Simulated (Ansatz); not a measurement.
`[BH2][Al]1[CH2][NH]1`, relaxed with RKS PBE0-D4/def2-TZVP in Ansatz 0.2.0 from a PBE-D4/def2-SVP geometry. The force threshold is 0.005 eV/Å; the program also tests the step.

Total charge 0; spin multiplicity 1.

Start:

```xyz
9

B     2.079    1.038   -0.564
Al    0.309    0.031   -0.194
C    -1.143   -1.129    0.550
N    -1.485    0.079   -0.201
H     2.752    1.453    0.362
H     2.527    1.166   -1.688
H    -1.336   -2.098    0.042
H    -1.395   -1.172    1.631
H    -2.307    0.632    0.062
```

```
         step  energy (eV)  largest force (eV/Å)  largest move (Å)
            1   -9873.4514                 0.828             0.000
            2   -9873.5081                 0.541             0.058
            3   -9873.5261                 0.210             0.034
            4   -9873.5292                 0.151             0.021
 5 (rejected)   -9873.5212                 0.814             0.116
            6   -9873.5364                 0.166             0.057
            7   -9873.5410                 0.161             0.100
            8   -9873.5430                 0.037             0.035
            9   -9873.5432                 0.032             0.019
           10   -9873.5432                 0.022             0.002
11 (rejected)   -9873.5429                 0.174             0.024
           12   -9873.5434                 0.007             0.012
           13   -9873.5434                 0.026             0.012
           14   -9873.5434                 0.026             0.014
15 (rejected)   -9873.5434                 0.027             0.005
           16   -9873.5435                 0.009             0.002
           17   -9873.5435                 0.006             0.009
           18   -9873.5435                 0.010             0.019
           19   -9873.5435                 0.010             0.003
20 (rejected)   -9873.5434                 0.029             0.013
           21   -9873.5435                 0.005             0.005
```

End:

```xyz
9

B     2.097    1.027   -0.555
Al    0.273    0.096   -0.070
C    -1.100   -1.137    0.529
N    -1.453    0.204   -0.005
H     2.730    1.628    0.263
H     2.576    0.944   -1.648
H    -1.415   -1.992   -0.075
H    -1.306   -1.302    1.590
H    -2.402    0.533   -0.030
```

Hardware: 2 threads of an Arm Neoverse V1 on a shared host. Wall time 74 s, peak host memory 0.31 GiB.
